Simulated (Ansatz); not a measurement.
This geometry of a periodic cell of 31 atoms, TiAl30 (host Al, host structure fcc, dopant Ti, one Al atom removed) is a first-order saddle point.

Level of theory: DFT PBE, scalar-relativistic, plane waves, PAW in Ansatz 0.2.0. Settings: PAW set soft_1, cutoff 420 eV, k mesh 3x3x3, gaussian smearing 0.15 eV, no spin polarisation.

```xyz
31
Lattice="8.1000 0.0000 0.0000 0.0000 8.1000 0.0000 0.0000 0.0000 8.1000" Properties=species:S:1:pos:R:3
Ti 5.066 -1.005 0.000
Al 6.041 1.925 0.000
Al 6.116 0.045 2.216
Al -0.104 -0.031 0.000
Al 2.000 2.046 0.000
Al 4.082 4.156 0.000
Al 2.063 0.007 1.952
Al 4.040 1.982 1.948
Al 6.078 4.091 1.952
Al 3.993 0.056 4.050
Al 6.065 2.095 4.050
Al 6.116 0.045 5.883
Al 0.018 4.028 0.000
Al 2.127 6.111 0.000
Al 0.013 2.042 2.041
Al 2.008 4.037 2.036
Al 4.006 6.035 2.212
Al 0.066 -0.007 4.050
Al 2.025 2.026 4.050
Al 4.053 3.985 4.050
Al 6.127 6.021 4.050
Al 2.063 0.007 6.147
Al 4.040 1.983 6.151
Al 6.079 4.091 6.147
Al -0.046 6.069 1.948
Al -0.002 4.053 4.050
Al 1.956 6.082 4.050
Al 0.013 2.042 6.058
Al 2.008 4.037 6.063
Al 4.006 6.034 5.887
Al -0.046 6.069 6.151
```

Task: Which two structures does it join? (They come from a converged band through this point; their orientation in space is the band's.)

Result: Contacts lost: Ti1–Al2, Ti1–Al5, Ti1–Al7, Ti1–Al8, Ti1–Al14, Ti1–Al22, Ti1–Al23. Contacts made: Ti1–Al4, Ti1–Al6, Ti1–Al9, Ti1–Al13, Ti1–Al24, Ti1–Al25, Ti1–Al31. The atom that moves furthest is Ti1, by 2.98 Å.

Image 0:

```xyz
31
Lattice="8.1000 0.0000 0.0000 0.0000 8.1000 0.0000 0.0000 0.0000 8.1000" Properties=species:S:1:pos:R:3
Ti 4.007 0.041 0.000
Al 6.045 2.019 -0.002
Al 6.050 -0.033 1.994
Al -0.068 -0.042 -0.001
Al 2.003 2.046 0.000
Al 4.092 4.115 0.000
Al 2.024 0.008 2.032
Al 4.042 2.024 2.032
Al 6.094 4.061 2.023
Al 4.052 -0.004 4.050
Al 6.063 2.013 4.049
Al 6.049 -0.034 6.104
Al -0.026 4.073 0.001
Al 2.030 6.102 -0.002
Al -0.010 2.015 2.024
Al 2.034 4.058 2.022
Al 4.083 6.098 1.993
Al -0.022 0.002 4.051
Al 2.024 2.026 4.049
Al 4.047 4.072 4.050
Al 6.076 6.073 4.049
Al 2.025 0.007 6.067
Al 4.040 2.025 6.067
Al 6.096 4.059 6.075
Al -0.014 6.054 2.021
Al 0.019 4.030 4.048
Al 2.036 6.084 4.050
Al -0.009 2.015 6.075
Al 2.033 4.058 6.075
Al 4.086 6.097 6.107
Al -0.015 6.052 6.077
```

Image 8:

Only the atoms that move by more than 0.05 Å are listed.
```
Ti1 6.112 -2.062 0.000
Al2 6.031 1.967 0.000
Al4 -0.011 -0.022 0.000
Al5 2.046 2.004 0.000
Al6 4.072 4.061 0.000
Al13 0.018 4.032 0.000
Al14 2.083 6.119 0.000
```

Task: How far does it lie above each of them?

Result: 1.09 eV above the first and 1.09 eV above the second. This is the barrier of this one path; another mechanism may lie lower. Limits of this set-up: coarse k mesh.

Run time: 26 min on 4 threads of Arm Neoverse V1, with other jobs on the host, peak memory 4.6 GiB.
